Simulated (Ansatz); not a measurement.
Reaction (substitution at a C–C bond): `CC(C)OBS` + `[OH][Al]([F])[Cl]` → `C[O][Al]([F])[Cl]` + `CCOBS`

Program: Ansatz. Geometries: PBE0-D4/def2-TZVP. ΔE: electronic, gas phase. CBS: MP2 limit from def2 TZ/QZ plus the TZ coupled-cluster correction, frozen cores. This one scheme is used for every species. DFT in def2-TZVPP. B3LYP here is the variant with VWN-RPA as its local correlation; programs differ in this. Each species was taken in one conformer, which may not be the lowest.

| level | ΔE (kcal/mol) | difference from CCSD(T)/CBS |
| --- | --- | --- |
| PBE-D4 | 17.4 | -1.5 |
| r2SCAN-D4 | 18.0 | -0.9 |
| PBE0-D4 | 17.6 | -1.3 |
| B3LYP-D4 | 16.2 | -2.7 |
| ωB97X-V | 17.1 | -1.8 |
| ωB97M-V | 18.0 | -0.9 |
| B2PLYP | 16.9 | -2.0 |
| PBE | 16.8 | -2.1 |
| r2SCAN | 17.8 | -1.1 |
| PBE0 | 17.1 | -1.8 |
| B3LYP | 15.3 | -3.6 |
| HF/def2-TZVPP | 14.2 | -4.7 |
| MP2/def2-TZVPP | 19.9 | 1.0 |
| SCS-MP2/def2-TZVPP | 18.1 | -0.8 |
| CCSD/def2-TZVPP | 17.9 | -1.0 |
| CCSD(T)/def2-TZVPP | 18.4 | -0.5 |
| HF/def2-QZVPP | 14.0 | -4.9 |
| MP2/def2-QZVPP | 20.1 | 1.2 |
| SCS-MP2/def2-QZVPP | 18.3 | -0.6 |
| HF/CBS(def2) | 14.0 | -4.9 |
| MP2/CBS(def2) | 20.3 | 1.4 |
| CCSD/CBS(def2) | 18.4 | -0.5 |
| CCSD(T)/CBS | 18.9 | 0 |

Largest T1 diagnostic among the species: 0.013.

In def2-TZVPP, CCSD(T) changes the Hartree–Fock value by +4.2 kcal/mol (the triples alone add +0.5 kcal/mol) and MP2 by +5.7 kcal/mol. The D4 term adds +0.9 kcal/mol with B3LYP and +0.5 kcal/mol with PBE0; it sums over pairs of atoms, weighted by their polarisabilities, and B3LYP, whose exchange is more repulsive, gets the larger term.
